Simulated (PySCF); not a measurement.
# Homolysis of methylboronic acid, bond by bond

Parent: methylboronic acid, `CB(O)O` (CH5BO2). Numbering: `[CH3:1][B:2]([OH:3])[OH:4]`

These are calculated values, M06-2X/def2-TZVP in PySCF (grid level 3) at geometries from PBE0-D3(BJ)/def2-SVP. Zero-point and thermal terms (298.15 K, 1 bar) come from unscaled PBE0-D3(BJ)/def2-SVP harmonic frequencies, with soft modes damped to free rotors in the entropy.

| bond | r / Å | radicals | BDE(298 K) / kJ/mol | BDFE / kJ/mol | D₀ / kJ/mol | Dₑ / kJ/mol |
| --- | --- | --- | --- | --- | --- | --- |
| C1–H | 1.101 | `[CH2]B(O)O` + H• | 408 | 377 | 402 | 437 |
| C1–B2 | 1.586 | CH3• + `O[B]O` | 426 | 381 | 420 | 445 |
| O3–H | 0.960 | `CB([O])O` + H• | 465 | 431 | 459 | 494 |
| B2–O3 | 1.362 | `C[B]O` + OH• | 617 | 570 | 611 | 636 |

Homolysis to relaxed radicals in the gas phase; the table need not hold every single bond outside rings.

Lowest value: C1–H (408 kJ/mol); strongest: B2–O3 (617 kJ/mol).

Note: in free energy C1–H and C1–B2 (by 4.8 kJ/mol) differ by less than the method's error (some 10 kJ/mol), so that order is undecided.
